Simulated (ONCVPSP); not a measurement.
**Reading a pseudo-wave (magnesium (Mg))**

Columns: radius, all-electron u(r) and pseudo u(r) of the 2s shell (level -79.85 eV) of magnesium in the configuration [He] 2s2 2p6 3s2; PBE, scalar-relativistic, ONCV scheme, ONCVPSP 4.0.1.

```csv
r (bohr),all-electron,pseudo
0.072,-0.5580,0.2446
0.145,-0.2335,0.4802
0.217,0.2569,0.6890
0.290,0.6848,0.8675
0.362,0.9801,1.0043
0.435,1.1544,1.0996
0.507,1.2286,1.1511
0.580,1.2323,1.1629
0.652,1.1886,1.1399
0.725,1.1150,1.0882
0.798,1.0252,1.0156
0.870,0.9299,0.9308
0.942,0.8339,0.8395
1.015,0.7399,0.7460
1.088,0.6517,0.6562
1.160,0.5717,0.5741
1.232,0.4990,0.5000
1.305,0.4330,0.4332
1.378,0.3744,0.3744
1.450,0.3234,0.3234
1.522,0.2787,0.2786
1.595,0.2390,0.2390
1.668,0.2047,0.2047
1.740,0.1753,0.1753
1.812,0.1500,0.1500
1.885,0.1279,0.1279
```

How many radial nodes do the two functions have?

The all-electron 2s function has n − l − 1 = 1; the pseudo-wave has 0, since the states of the same l below it are removed with the core.

At about which radius was the pseudo-wave matched?

1.45 bohr. The columns agree to 0.0005 from 1.30 bohr on; several derivatives are matched, so the curves merge somewhat inside the radius.

Where does each function peak?

Outermost all-electron maximum near 0.58 bohr, pseudo maximum near 0.58 bohr (to the table’s step).

Is the pseudo-wave norm-conserving?

Yes: the ONCV scheme keeps the norm inside the radius equal to the all-electron one, which fixes the energy derivative of the logarithmic derivative at the level.
